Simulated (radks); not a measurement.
Fractional charge and spin in the 6s shell of promethium: the spin-up occupation runs from 0 to 1 and the spin-down occupation from 0 to 1; the fullest corner is Pm, [Xe] 4f(up 2.5, down 2.5) 6s(up 1, down 1). All-electron calculation, scalar-relativistic Kohn-Sham, LDA (Slater exchange, Perdew-Wang correlation), spin-polarised, spherical densities, point nucleus. Program: a radial shooting solver on a logarithmic mesh with Libxc functionals. Energy (eV) above the fullest corner. The planes named below are the two flat planes that join the four corners, with an edge along up + down = one added electron.

down \ up,0,0.5,1
0,17.208,10.944,5.899
0.5,10.944,6.069,2.389
1,5.899,2.389,0.000

Corners above the fullest one (they belong to Pm+ and the next ion): (up 1, down 0) 5.899 eV, (up 0, down 1) 5.899 eV, (up 0, down 0) 17.208 eV. With half an added electron in each spin the energy lies 0.170 eV from the planes, and with half an added electron in spin up alone -0.610 eV. The planes are only a guide here: the flat-plane condition holds for ground states with one frontier orbital, while this shell lies below other occupied shells, so the corners above the fullest one are inner-hole states and not the ground states of those ions.
